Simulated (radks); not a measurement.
Values are calculated unless marked as measured or tabulated.
Kinetic energies: the exact non-interacting value of the Kohn-Sham orbitals and orbital-free approximations, as 100 (|E| - |E exact|)/|E exact|, negative where the magnitude is too small. Species: H 1s1; Sr [Kr] 5s2; Ne [Ne]; Be2+ [He]. Code: a radial shooting solver on a logarithmic mesh with Libxc functionals. Model: non-relativistic Kohn-Sham, exchange-only B88, spin-polarised, spherical densities, point nucleus. Every spin shell is full or empty, so the densities are truly spherical. Functionals are evaluated on that one density, not self-consistently.

functional	H	Sr	Ne	Be2+
exact (hartree)	0.497914	3131.58	128.590	13.6008
Thomas-Fermi	-9.18	-5.76	-8.58	-9.46
TF + vW	+90.82	+39.75	+61.65	+90.54
TF + vW/9	+1.93	-0.71	-0.78	+1.65
TF + vW/5	+10.82	+3.34	+5.46	+10.54
LC94	+1.51	+0.06	-0.20	+1.23
revAPBEK	+2.28	+0.34	+0.41	+2.00
Perdew 92	+1.96	-0.70	-0.77	+1.67
Thakkar	+1.75	-0.48	-0.24	+1.48
Pearson	-3.04	-1.02	-2.56	-3.28
LKT	+61.44	+21.33	+36.50	+61.09
PG1	+53.98	+16.83	+29.98	+53.61
DePristo-Kress	+1.85	-0.07	-0.44	+1.65
Ernzerhof	+5.55	-0.38	+0.11	+5.27
